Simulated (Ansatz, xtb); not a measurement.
Two isomers of GaH9Si3

We compare X, `[SiH3][SiH2][GaH][SiH3]`, a singlet, with Y, `[SiH3][Ga]([SiH3])[SiH3]`, a singlet. Both are isolated molecules in the gas phase, relaxed with B3LYP/6-31G*, each in the lowest conformer that the search found.

Task: Estimate E(Y) − E(X) at the level CCSD(T)/def2-SVP + ΔMP2/def2-TZVPP.

Result: Calculated at CCSD(T)/def2-SVP + ΔMP2/def2-TZVPP: E(Y) − E(X) = −0.144 eV, so structure Y lies lower.

The same difference at several levels:

| level | geometry | E(Y) − E(X) (eV) | departure from the last row (eV) | job, with rough time for the two |
| --- | --- | --- | --- | --- |
| B3LYP/6-31G* | B3LYP/6-31G* | −0.161 | −0.017 | optimisation, 5.8 min |
| HF/def2-SVP | B3LYP/6-31G* | −0.126 | +0.018 | part of the CCSD(T) run |
| MP2/def2-SVP | B3LYP/6-31G* | −0.123 | +0.021 | part of the CCSD(T) run |
| CCSD(T)/def2-SVP | B3LYP/6-31G* | −0.128 | +0.016 | single point |
| CCSD(T)/def2-SVP + ΔMP2/def2-TZVPP | B3LYP/6-31G* | −0.144 |  | single point, 69 s |

As drawn, Y has 1 Ga–Si, 1 Si–H in place of 1 Si–Si, 1 Ga–H.

None of the levels shown reverses the order. The largest departure from CCSD(T)/def2-SVP + ΔMP2/def2-TZVPP is that of MP2/def2-SVP, 0.021 eV. Levels run at GFN2-xTB geometries aren't shown. The last row adds to CCSD(T) the change of the MP2 difference between the two basis sets, here −0.016 eV.

With harmonic frequencies from B3LYP/6-31G* (ideal gas, rigid rotor, one conformer each, 298.15 K, 1 atm): on the last row, ΔE + ΔZPE = −0.134 eV. A mode under 50 cm⁻¹ makes harmonic enthalpies and free energies unreliable, so none is given.

The correlated steps freeze 24 core orbitals; the filled d shell of Ga is correlated, in a basis made for valence electrons. Codes used: Ansatz 0.2.0; the last row on 2 threads of Intel(R) Xeon(R) Platinum 8375C CPU @ 2.90GHz (Ice Lake) on a shared host.
